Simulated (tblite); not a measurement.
C6H11O2P.
SMILES with atom numbers: `[CH3:1][O:2][CH2:3][P:4]1[C:5]([CH3:6])=[C:7]1[O:8][CH3:9]` (hydrogens: H10, H11, H12 on C1; H13, H14 on C3; H15, H16, H17 on C6; H18, H19, H20 on C9)

Computed geometry: GFN2-xTB, gas phase.

Give the optimised bond lengths and angles.

```
                  bond  length (bohr)   order
                 C1–O2          2.653  single
                 O2–C3          2.662  single
                 C3–P4          3.583  single
                 P4–C5          3.489  single
                 C5–C6          2.785  single
                 C5=C7          2.482  double
                 C7–O8          2.495  single
                 O8–C9          2.680  single
                 P4–C7          3.466  single
C1–H10, C1–H11, C1–H12          2.068  single
        C3–H13, C3–H14          2.080  single
C6–H15, C6–H16, C6–H17          2.059  single
C9–H18, C9–H19, C9–H20          2.064  single
```

Bonds in one row agree within 0.02 bohr and their mean is given. Orders are formal, as drawn. A selection of angles:
```
   angle  degrees
C1–O2–C3    113.4
O2–C3–P4    104.8
C3–P4–C5    101.0
C3–P4–C7     99.4
C5–P4–C7     41.8
P4–C5–C6    143.7
P4–C5–C7     68.6
C6–C5–C7    147.6
C5–C7–O8    146.3
P4–C7–C5     69.6
P4–C7–O8    144.1
C7–O8–C9    115.4
```

Dihedral angles: C1–O2–C3–P4 175° (antiperiplanar); O2–C3–P4–C5 104° (anticlinal); C3–P4–C5–C6 91° (anticlinal); P4–C5–C7–O8 -179° (antiperiplanar); C5–C7–O8–C9 178° (antiperiplanar); C3–P4–C7–C5 96° (anticlinal). The mirror-image conformer, all signs reversed, is as good.

Of the pairs four or more bonds apart, O2···H20 is among the closest relative to their van der Waals radii: 2.42 Å, 89 % of the sum of Bondi's values. P4 (phosphine phosphorus) is pyramidal (angles 101.0°, 99.4° and 41.8°, sum 242.2°, 1.15 Å off the plane of its three neighbours). The C–O distances run from 1.320 Å (C7–O8, drawn single) to 1.418 Å (O8–C9, drawn single), a spread of 0.098 Å. The 3 C–P bonds span 1.834 Å (P4–C7, drawn single) to 1.896 Å (C3–P4, drawn single), a spread of 0.062 Å. The C–C distances run from 1.313 Å (C5=C7, drawn double) to 1.474 Å (C5–C6, drawn single), a spread of 0.161 Å. The 3-membered ring P4–C5–C7 has internal angles of 41.8° to 69.6°. O2 (ether oxygen) is bent (angle 113.4°).

Point group: C1 (no symmetry element, even within 0.4 Å). Its GFN2-xTB frequencies are all real (lowest 22 cm⁻¹). One conformer, not necessarily the lowest. 3 starts were optimised and ended at 0.00, 1.68 and 4.39 kcal/mol (GFN2-xTB); the lowest of these is shown.
